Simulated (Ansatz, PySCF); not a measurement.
Complex: N2 (SMILES N#N) (first 2 atoms) with GeH4 (SMILES [GeH4]); geometry from B3LYP-D3(BJ)/def2-TZVP, rigid monomers moved along the line of their centres of mass till N1···Ge3 is 3.25 Å.
(charge 0, multiplicity 1):
```json
[
 {"atom": "N", "x (Å)": "-0.4404", "y (Å)": "0.5123", "z (Å)": "0.1420"},
 {"atom": "N", "x (Å)": "-0.1151", "y (Å)": "1.1897", "z (Å)": "-0.6487"},
 {"atom": "Ge", "x (Å)": "0.0755", "y (Å)": "-0.2352", "z (Å)": "3.2576"},
 {"atom": "H", "x (Å)": "1.2998", "y (Å)": "0.3729", "z (Å)": "2.5576"},
 {"atom": "H", "x (Å)": "0.4090", "y (Å)": "-0.4882", "z (Å)": "4.7362"},
 {"atom": "H", "x (Å)": "-0.2955", "y (Å)": "-1.5623", "z (Å)": "2.5814"},
 {"atom": "H", "x (Å)": "-1.1058", "y (Å)": "0.7408", "z (Å)": "3.1603"}
]
```

Monomers are frozen at their geometry in the pair; levels with a basis set take the counterpoise correction. Rows marked so take none.

Cores are frozen in the correlated methods. Filled d and f shells under p-block atoms count as core. CBS(a, b) extrapolates the correlation energy as X⁻³ and adds the Hartree–Fock energy of set b. Rows in 3-21G, 6-31G* carry no dispersion term and start afresh at each structure (6-31G* with six Cartesian d functions); the Pople sets are all-electron and without relativity. MP2/6-31G* freezes PySCF's default core, which leaves 3d correlated.

The values were computed with Ansatz (Gaussian basis) for Hartree–Fock, density functionals and correlated methods; PySCF for 3-21G rows, 6-31G* rows. 

Predict the interaction energy from CCSD(T)/CBS(aug-cc-pVDZ, aug-cc-pVTZ).

-0.2 kcal/mol

Predict the interaction energy from B3LYP/3-21G (no counterpoise).

-2.6 kcal/mol

Give the interaction energy at the level MP2/6-31G*.

0.7 kcal/mol

Ansatz is a quantum-chemistry and plane-wave program.
